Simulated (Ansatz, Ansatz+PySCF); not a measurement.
```yaml
atoms:
  - { symbol: C, position_ang: [0.0000, 1.4000, 0.0000] }
  - { symbol: C, position_ang: [1.2124, 0.7000, 0.0000] }
  - { symbol: C, position_ang: [1.2124, -0.7000, 0.0000] }
  - { symbol: C, position_ang: [0.0000, -1.4000, 0.0000] }
  - { symbol: C, position_ang: [-1.2124, -0.7000, 0.0000] }
  - { symbol: C, position_ang: [-1.2124, 0.7000, 0.0000] }
  - { symbol: C, position_ang: [2.4249, 1.4000, 0.0000] }
  - { symbol: C, position_ang: [3.6373, 0.7000, 0.0000] }
  - { symbol: C, position_ang: [3.6373, -0.7000, 0.0000] }
  - { symbol: C, position_ang: [2.4249, -1.4000, 0.0000] }
  - { symbol: H, position_ang: [0.0000, 2.4850, 0.0000] }
  - { symbol: H, position_ang: [0.0000, -2.4850, 0.0000] }
  - { symbol: H, position_ang: [-2.1521, 1.2425, 0.0000] }
  - { symbol: H, position_ang: [2.4249, 2.4850, 0.0000] }
  - { symbol: H, position_ang: [4.5769, 1.2425, 0.0000] }
  - { symbol: H, position_ang: [4.5769, -1.2425, 0.0000] }
```

Basis set: def2-SVP (spherical functions). Charge 0, multiplicity 1.

Computed with Ansatz (development build ahead of 0.2.0); each method stands on the lowest determinant of its kind that the runs found. Restricted functionals stand beside restricted open-shell atoms, which can lie above the unrestricted atoms usual in DFT and then raise those values.

The atomization energy at this shape (free ground-state atoms in the same class of orbitals less the molecule, no zero-point energy) of singlet C₁₀H₆:

```
              method  atomization energy
ωB97X (unrestricted)    1943.89 kcal/mol
 PBE0 (unrestricted)    1989.21 kcal/mol
   PBE0 (restricted)    1954.38 kcal/mol
                 RHF    1369.31 kcal/mol
```

Question: What does UHF give?

Answer: 1473.54 kcal/mol. Caution: the shape is not the minimum. Caution for ωB97X (unrestricted), PBE0 (unrestricted), UHF: the unrestricted determinant is a mixture of spin states. Caution for PBE0 (restricted), RHF: an unrestricted determinant lies well below.
